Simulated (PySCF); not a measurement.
**Atomic charges against the basis set**

Compound: C₃H₄F₂Si.
Numbering: `[F:1][CH:2]([F:3])[C:4]#[C:5][SiH3:6]` (hydrogens: H7 on C2; H8, H9, H10 on Si6)

PBE0 throughout (PySCF), one geometry, spherical d and f functions. Geometry: PBE0-D3(BJ)/def2-SVP; no solvent, vibrations or thermal averaging. Atoms taken as equivalent share a column and are averaged.

Mulliken charges (e):

```json
{"basis": "STO-3G", "functions": "38", "F1/F3": "-0.100", "C2": "+0.149", "C4": "-0.084", "C5": "-0.226", "Si6": "+0.574", "H7": "+0.086", "H8/H9/H10": "-0.099"}
{"basis": "6-31G", "functions": "66", "F1/F3": "-0.297", "C2": "+0.413", "C4": "-0.020", "C5": "-0.351", "Si6": "+0.594", "H7": "+0.198", "H8/H9/H10": "-0.080"}
{"basis": "pcSseg-0", "functions": "66", "F1/F3": "-0.346", "C2": "+0.592", "C4": "-0.285", "C5": "-0.392", "Si6": "+0.619", "H7": "+0.259", "H8/H9/H10": "-0.034"}
{"basis": "6-31G*", "functions": "96", "F1/F3": "-0.308", "C2": "+0.476", "C4": "+0.261", "C5": "-0.448", "Si6": "+0.310", "H7": "+0.173", "H8/H9/H10": "-0.052"}
{"basis": "cc-pVDZ", "functions": "108", "F1/F3": "-0.189", "C2": "+0.389", "C4": "+0.148", "C5": "-0.366", "Si6": "+0.252", "H7": "+0.055", "H8/H9/H10": "-0.033"}
{"basis": "def2-SVP", "functions": "108", "F1/F3": "-0.214", "C2": "+0.511", "C4": "+0.012", "C5": "-0.392", "Si6": "+0.398", "H7": "+0.056", "H8/H9/H10": "-0.052"}
{"basis": "aug-cc-pVDZ", "functions": "178", "F1/F3": "-0.444", "C2": "+1.352", "C4": "+0.154", "C5": "-0.420", "Si6": "-0.532", "H7": "-0.208", "H8/H9/H10": "+0.180"}
{"basis": "6-311+G(2d,p)", "functions": "194", "F1/F3": "-0.241", "C2": "+0.075", "C4": "+0.650", "C5": "-0.567", "Si6": "+0.289", "H7": "+0.169", "H8/H9/H10": "-0.045"}
{"basis": "def2-TZVP", "functions": "216", "F1/F3": "-0.170", "C2": "+0.224", "C4": "-0.205", "C5": "+0.007", "Si6": "+0.228", "H7": "+0.096", "H8/H9/H10": "-0.003"}
{"basis": "cc-pVTZ", "functions": "240", "F1/F3": "-0.176", "C2": "+0.371", "C4": "-0.063", "C5": "-0.193", "Si6": "+0.234", "H7": "+0.051", "H8/H9/H10": "-0.016"}
{"basis": "IGLO-III", "functions": "259", "F1/F3": "-0.204", "C2": "+0.317", "C4": "-0.097", "C5": "-0.222", "Si6": "+0.736", "H7": "+0.101", "H8/H9/H10": "-0.142"}
```

IAO charges (e):

| basis | functions | F1/F3 | C2 | C4 | C5 | Si6 | H7 | H8/H9/H10 |
| --- | --- | --- | --- | --- | --- | --- | --- | --- |
| STO-3G | 38 | -0.129 | +0.179 | -0.077 | -0.288 | +0.656 | +0.121 | -0.111 |
| 6-31G | 66 | -0.269 | +0.384 | -0.051 | -0.259 | +0.474 | +0.172 | -0.060 |
| pcSseg-0 | 66 | -0.265 | +0.387 | -0.050 | -0.267 | +0.463 | +0.165 | -0.056 |
| 6-31G* | 96 | -0.281 | +0.444 | -0.046 | -0.303 | +0.608 | +0.154 | -0.098 |
| cc-pVDZ | 108 | -0.281 | +0.440 | -0.050 | -0.302 | +0.601 | +0.158 | -0.095 |
| def2-SVP | 108 | -0.283 | +0.440 | -0.045 | -0.299 | +0.614 | +0.155 | -0.100 |
| aug-cc-pVDZ | 178 | -0.292 | +0.445 | -0.050 | -0.298 | +0.604 | +0.166 | -0.094 |
| 6-311+G(2d,p) | 194 | -0.293 | +0.443 | -0.048 | -0.308 | +0.636 | +0.168 | -0.102 |
| def2-TZVP | 216 | -0.293 | +0.452 | -0.048 | -0.311 | +0.644 | +0.164 | -0.105 |
| cc-pVTZ | 240 | -0.291 | +0.450 | -0.048 | -0.309 | +0.628 | +0.164 | -0.101 |
| IGLO-III | 259 | -0.293 | +0.447 | -0.048 | -0.310 | +0.643 | +0.167 | -0.104 |

Task: Which scheme is steadiest as the basis changes?

Result: Largest range over the bases for any column: IAO 0.27 e, Mulliken 1.28 e. IAO charges move least and Mulliken charges most, counted in e. Without the minimal STO-3G basis the ranges are IAO 0.18, Mulliken 1.28 e.

Task: How much do the charges still move between the two largest bases, cc-pVTZ and IGLO-III?

Result: At most, over all atoms: Mulliken 0.501 e, IAO 0.014 e.

Task: What do the same runs give for the total energy, the frontier levels and the dipole moment?

Result: 
| basis | energy (Eh) | HOMO (eV) | LUMO (eV) | μ (D) |
| --- | --- | --- | --- | --- |
| STO-3G | -597.7391 | -5.60 | 4.07 | 1.47 |
| 6-31G | -605.2364 | -8.52 | -0.32 | 2.46 |
| pcSseg-0 | -604.3001 | -8.83 | -0.62 | 2.50 |
| 6-31G* | -605.3435 | -8.34 | -0.37 | 1.77 |
| cc-pVDZ | -605.3835 | -8.46 | -0.54 | 1.87 |
| def2-SVP | -605.0414 | -8.58 | -0.64 | 1.93 |
| aug-cc-pVDZ | -605.4102 | -8.60 | -0.79 | 2.04 |
| 6-311+G(2d,p) | -605.4821 | -8.65 | -0.86 | 2.06 |
| def2-TZVP | -605.5152 | -8.62 | -0.80 | 1.94 |
| cc-pVTZ | -605.5008 | -8.58 | -0.73 | 1.89 |
| IGLO-III | -605.5194 | -8.64 | -0.83 | 2.00 |

The dipole is fixed by the density alone, so its range of 1.03 D shows that the density itself changes with the basis, not only its division among atoms.
